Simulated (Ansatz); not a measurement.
A made-up structure of CH$_{5}$BGe, singlet:

| atom | x (Å) | y (Å) | z (Å) |
| --- | --- | --- | --- |
| B1 | -0.9638 | 0.4231 | -0.4853 |
| C2 | 0.0969 | 1.0098 | 0.3375 |
| Ge3 | 0.2571 | -1.1129 | -0.4370 |
| H4 | -2.1493 | 0.4706 | -0.4508 |
| H5 | -0.1235 | 1.5285 | 1.2704 |
| H6 | 1.1489 | 1.0882 | 0.0680 |
| H7 | -0.0294 | -2.3636 | 0.4198 |
| H8 | 0.1029 | 2.0646 | 0.4424 |

It is relaxed with PBE-D4/def2-SVP and then PBE0-D4/def2-TZVP (Ansatz 0.2.0). Atoms count as bonded within 1.22 times the sum of their covalent radii (H–H: 0.88 Å). The end point is not checked to be a true minimum.

Task: Does its bonding change? (A judgement: the text doesn't fix the answer.)

Result: Computed: Yes. Formed: B1–H7, Ge3–H4; broken: C2–Ge3.

Where it ends: The first stage lowers the energy by 3.96 eV in 26 steps. It ends as CH₅BGe ([CH3][B]12[H][Ge]1[H]2):
B1  (-0.277, -0.028, -0.200)
C2  (0.163, 1.264, 0.558)
Ge3  (-0.632, -1.540, -1.312)
H4  (-1.549, -0.181, -0.529)
H5  (-0.384, 1.414, 1.493)
H6  (1.228, 1.224, 0.800)
H7  (-0.212, -1.194, 0.421)
H8  (0.002, 2.148, -0.065)
(Å)

Labels in which every atom is bracketed show which atoms are joined, not bond orders.

For scale, one of the runs: PBE0-D4/def2-TZVP relaxation, 140 basis functions, launched by `ansatz run in.yaml --threads 2 --pin off --events-out ev --progress --plain --max-ram 4352MiB`. Hardware: 2 CPU threads of an Arm Neoverse V2, shared host. Wall time about 18 s.
